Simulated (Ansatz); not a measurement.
This geometry of ClH6NSSi2 (11 atoms, charge 0, multiplicity 1) is a first-order saddle point.

Theory: RKS PBE0-D4/6-31G* (Ansatz 0.2.0).

```xyz
11
Properties=species:S:1:pos:R:3
N -1.051 1.421 -0.350
Si -0.209 -0.064 -0.505
Si 1.365 -0.220 1.211
S -1.422 -1.854 -0.494
Cl 0.734 -0.045 -2.359
H -1.818 1.650 -0.969
H -1.164 1.837 0.564
H 2.188 -1.442 1.016
H 0.665 -0.301 2.526
H 2.240 0.985 1.210
H -1.464 -2.024 -1.829
```

(1) Which two structures does it join? (They come from a converged band through this point; their orientation in space is the band's.)

(2) How far does it lie above each of them?

Answers

(1) No bond is made or broken. The dihedral N1–Si2–S4–H11 goes from 155 to 50°.

First end point:

```xyz
11
Properties=species:S:1:pos:R:3
N -1.210 1.409 -0.067
Si -0.281 0.041 -0.506
Si 1.330 -0.391 1.123
S -1.750 -1.498 -0.747
Cl 0.755 0.211 -2.323
H -2.023 1.662 -0.616
H -0.763 2.220 0.340
H 2.127 -1.580 0.717
H 0.670 -0.658 2.431
H 2.242 0.780 1.269
H -1.031 -2.251 -1.599
```

Last end point:

```xyz
11
Properties=species:S:1:pos:R:3
N -1.152 1.263 -0.347
Si -0.103 -0.088 -0.504
Si 1.454 -0.216 1.229
S -1.088 -1.999 -0.566
Cl 0.871 0.279 -2.304
H -1.432 1.785 -1.166
H -1.853 1.283 0.382
H 2.256 -1.466 1.126
H 0.744 -0.198 2.540
H 2.354 0.967 1.146
H -1.987 -1.666 -1.514
```

(2) 13.1 kJ/mol above the first and 4.5 kJ/mol above the second. This is the barrier of this one path; another mechanism may lie lower.

The run took 4.1 min on 2 threads of Arm Neoverse V2, on a shared host, peak memory 0.26 GiB.
